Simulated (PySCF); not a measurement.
**Assignment exercise: C₅H₁₀OSi**

Numbering as in the mapped SMILES `[CH3:1][C:2](=[O:3])[C@@H:4]1[CH2:5][C@@H:6]1[SiH3:7]` (H(Xn): hydrogen on atom n). Ha(C5) is cis to C2 on the ring; Hb(C5) is trans to C2 on the ring.

Theory: NMR shieldings at PBE0/pcSseg-1/GIAO, structure optimised with GFN2-xTB, in PySCF (isolated molecule, non-relativistic Hamiltonian, one averaged value for each set of equivalent atoms, a single conformation).

Shifts are taken against calculated references (same method and geometry level): ¹³C, ¹H against TMS.

Q: Assign these signals to the numbered atoms. ¹³C{¹H} NMR (computed): δ 217.3, 32.8, 26.4, 23.5, 8.2.

A: 
| δ (ppm) | atoms | environment | reason |
| --- | --- | --- | --- |
| 217.3 | C2 | ketone carbonyl carbon | the double bond to the heteroatom, with no lone-pair donor beside it, deshields it most |
| 32.8 | C1 | methyl carbon α to a carbonyl | the adjacent C=O deshields it moderately |
| 26.4 | C4 | three-membered-ring carbon | carbons of three-membered rings are unusually shielded |
| 23.5 | C5 | three-membered-ring carbon | – |
| 8.2 | C6 | three-membered-ring carbon | – |

Q: Assign these signals to the numbered atoms. ¹H NMR (400 MHz, computed): δ 4.12 (d, 3H), 2.38 (s, 3H), 1.97 (m, 1H), 1.43 (m, 1H), 0.56 (m, 1H), 0.51 (m, 1H).

A: 
4.12 → H(Si7), hydrogen on a silicon bonded to C
2.38 → H(C1), hydrogen on a methyl carbon α to a carbonyl: α to C=O
1.97 → H(C4), hydrogen on a three-membered-ring carbon
1.43 → Hb(C5), hydrogen on a three-membered-ring carbon: cyclopropane-type protons are shielded by the ring
0.56 → H(C6), hydrogen on a three-membered-ring carbon
0.51 → Ha(C5), hydrogen on a three-membered-ring carbon

H(C6) and Ha(C5) lie closer than the usual error of such a calculation, so a measured spectrum could show them in the other order.

Shifts are as computed. Against solution values, carbons near 30 ppm lie about +3 ppm off and those near 130 ppm about +5 ppm. Of 1309 compounds with measured shifts, 239 miss one by over three times the rms of a fit or turn the order of signals round; such compounds aren't used in these exercises. No couplings were computed; multiplicities are counted from neighbouring protons, with m where these are inequivalent, close in shift, in a saturated or five-membered ring or joined by F or P, and br s for small geminal =CH2 splittings.
